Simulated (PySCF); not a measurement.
## Frontier levels across methods

Compound: C2H4ClF3Si.
Geometry (PBE0-D3(BJ)/def2-SVP, Å), atoms numbered from 1 in this order:
```
atom  x, y, z in Å
F1    -1.185   -0.285   -1.532
C2    -1.415   -0.046   -0.225
F3    -1.721    1.262   -0.091
C4    -0.186   -0.333    0.611
F5    -0.062   -1.695    0.779
Si6    1.453    0.364   -0.092
Cl7    2.124   -0.849   -1.612
H8    -2.275   -0.662    0.094
H9    -0.366    0.130    1.599
H10    1.243    1.750   -0.585
H11    2.453    0.331    1.009
```

Basis pcSseg-1 throughout (PySCF), one geometry. Isolated species at its PBE0-D3(BJ)/def2-SVP geometry (one conformer only).

Task: How do the orbital energies, the gap and the dipole change with the method?

Result: 
| method | kind | HOMO (eV) | LUMO (eV) | gap (eV) | μ (D) | SCF cycles |
| --- | --- | --- | --- | --- | --- | --- |
| BLYP | GGA | -7.28 | -0.94 | 6.33 | 2.37 | 14 |
| KT2 | GGA | -7.52 | -1.28 | 6.24 | 2.41 | 15 |
| B3LYP | global hybrid | -8.63 | -0.40 | 8.23 | 2.56 | 13 |
| B97-2 | global hybrid | -8.63 | -0.21 | 8.43 | 2.62 | 13 |
| BHandHLYP | global hybrid | -10.23 | 0.78 | 11.00 | 2.77 | 12 |
| wB97X-D | range-separated hybrid | -10.79 | 1.58 | 12.37 | 2.72 | 12 |
| LC-wPBE | range-separated hybrid | -11.61 | 2.07 | 13.69 | 2.76 | 14 |

The HOMO spans 4.34 eV, from BLYP down to LC-wPBE, and the gap runs from 6.24 eV (KT2) to 13.69 eV (LC-wPBE). Over the methods BLYP (0 %), KT2 (0 %), B3LYP (20 %), B97-2 (21 %), BHandHLYP (50 %), a straight line through the gap against the share of exact exchange rises by 0.95 eV for each 10 % (correlation coefficient 0.999). The dipole ranges from 2.37 D (BLYP) to 2.77 D (BHandHLYP). This basis has no diffuse functions.
